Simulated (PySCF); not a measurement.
Computed properties of C3H6F2Si, SMILES FC(F)=CC[SiH3]

C3H6F2Si, SMILES FC(F)=CC[SiH3]. Geometry optimised at PBE0-D3(BJ)/def2-SVP. This is a generated structure with no PubChem entry under its InChIKey; it may be hypothetical. One conformer was computed; it need not be the lowest. All values are computed for the isolated molecule unless a solvent is named; none is compared with measurement here.

**Structure.** All 30 harmonic modes at PBE0-D3(BJ)/def2-SVP (PySCF) are real, so it is a minimum. With heavy atoms numbered as in [F:1][C:2]([F:3])=[CH:4][CH2:5][SiH3:6], the shortest bond between them is C2–F3 at 1.312 Å and the longest C5–Si6 at 1.897 Å.

**Vibrations.** The strongest infrared lines (harmonic, unscaled, degenerate partners summed) lie at 1848 cm⁻¹ (254 km/mol, C 95 %), 920 cm⁻¹ (251 km/mol, H 89 %, Si 10 %), 1388 cm⁻¹ (149 km/mol, C 52 %, H 35 %, F 13 %). The softest mode is at 45 cm⁻¹ and the zero-point energy is 50.6 kcal/mol.

**Electronic structure.** r2SCAN/def2-TZVP (PySCF) places the frontier levels at -6.02 and -0.28 eV, a gap of 5.74 eV, and gives a dipole moment of 1.21 D and a mean polarisability of 65.8 bohr³. PBE/def2-TZVP (PySCF) at the same geometry gives -5.81 and -0.54 eV, so its gap is 0.47 eV narrower. An orbital gap is neither the optical nor the fundamental gap.

**Excitations.** TDDFT-B3LYP/def2-SVPD (PySCF) has S1 at 6.02 eV (206 nm, f = 0.003, weak); the most intense of the 10 singlets computed lies at 6.74 eV (f = 0.20). T1 (TDA) is at 4.43 eV. TDDFT-PBE/def2-SVPD (PySCF) puts S1 at 5.50 eV. No vertical singlet excitation falls in the visible range (under 3.1 eV).

**NMR.** GIAO shifts at B3LYP/pcSseg-1 (PySCF) (non-relativistic, atoms alike by connectivity averaged): ¹³C from 7.9 to 169.6 ppm against TMS; ¹H from 1.8 to 4.3 ppm against TMS; ²⁹Si at -65.7 ppm against TMS; ¹⁹F at -99.3 ppm against CFCl3.

**Solvation.** SMD-PBE0/6-31G* (PySCF) gives 2.9 kcal/mol in water, -0.6 kcal/mol in cyclohexanone, -1.7 kcal/mol in chloroform (1 M in both phases, gas-phase geometry); of these solvents chloroform holds the molecule best.
